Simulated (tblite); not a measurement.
A tight-binding relaxation on `C#C[CH2][Ga-]1([C]#C)[Cl+][BH2-][Cl+]1`.

Computed with GFN2-xTB geometry optimisation, gas phase (tblite 0.8.0). Start geometry: from a force field or distance geometry. The input is one job of a driver script: a line of settings, then coordinates in Å.

Command:
```bash
OMP_NUM_THREADS=1 python probes_run.py task.json out
```

Input:
```
{"job": {"kind": "relax", "xc": "GFN2-xTB", "basis": "xTB"}, "charge": 0, "multiplicity": 1}
C      0.225700    -2.736400    -1.350100
C      0.477400    -1.971600    -0.476800
C      0.832400    -1.071300     0.616800
Ga     0.255800     0.786800     0.225600
C      1.579300     2.001300    -0.420900
C      2.419700     2.761300    -0.833500
Cl    -1.625300     0.804000    -0.910400
B     -2.457000     0.372300     0.712400
Cl    -1.320000     1.619100     1.481900
H     -0.035100    -3.411200    -2.141200
H      1.921600    -1.102800     0.821400
H      0.323800    -1.374200     1.578000
H      3.168800     3.444700    -1.162200
H     -3.602900     0.612300     0.742400
H     -2.168500    -0.726300     1.094700
```

Output:
```
step      E/eV     max force
  0    -686.65486    3.038
  1    -686.82582    4.749
  2    -687.13207    1.029
  3    -687.20065    0.494
  4    -687.24461    0.837
  5    -687.25317    2.126
  6    -687.28148    0.422
  7    -687.29634    0.491
  8    -687.30638    0.412
  9    -687.31201    0.271
... (88 lines left out)
 98    -687.51161    0.014
 99    -687.51165    0.011
100    -687.51167    0.015
101    -687.51169    0.016
102    -687.51173    0.016
103    -687.51176    0.014
104    -687.51178    0.042
105    -687.51179    0.038
106    -687.51180    0.011
107    -687.51181    0.009
```

«max force» is the largest atomic force in eV/Å.

Task: From which step on does the largest force stay under 0.1 eV/Å, and how much energy is left to gain from there?

Result: From step 64 (0.065 eV/Å), 5.3 meV above the end.

Main results: energy lowered by 19.8 kcal/mol over 107 steps; largest atomic force 0.009 eV/Å at the end.

Task: How long does this job take on one thread, Arm Neoverse N1 (aarch64) (shared host)?

Result: About 1.8 s.
Labels such as C1 count atoms from 1, the log's own numbers from 0.
